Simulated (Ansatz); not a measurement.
Compare A (`B/C=C(\O)CN`) with its isomer B (`BC(O)C(=C)N`).

Computed with Ansatz on PBE0-D4/def2-TZVP structures; ΔE is electronic, products minus reactants. CBS: MP2 limit from def2 TZ/QZ plus the TZ coupled-cluster correction, frozen cores. DFT in def2-TZVPP. B3LYP here is the variant with VWN-RPA as its local correlation; programs differ in this. One conformer a species, not always the lowest.

(1) Which isomer does CCSD(T)/CBS put lower? Give the gap. (Estimate.)

(2) Give E(B) − E(A) in kJ/mol with B3LYP-D4, MP2/def2-TZVPP, ωB97M-V, PBE0-D4, B2PLYP, r2SCAN-D4, B3LYP. (Best estimate.)

Largest T1 diagnostic: 0.012.

Answers

(1) Ansatz gave: A, by 26.0 kJ/mol.

(2) Computed: B3LYP-D4 30.0, MP2/def2-TZVPP 27.0, ωB97M-V 27.3, PBE0-D4 31.3, B2PLYP 31.2, r2SCAN-D4 32.3, B3LYP 33.6. None reverses the order clearly.

The D4 term adds −3.6 kJ/mol with B3LYP and −1.9 kJ/mol with PBE0; it sums over pairs of atoms, weighted by their polarisabilities, and B3LYP, whose exchange is more repulsive, gets the larger term. In def2-TZVPP, CCSD(T) changes the Hartree–Fock value by −3.8 kJ/mol (the triples alone add +1.1 kJ/mol) and MP2 by −3.8 kJ/mol.
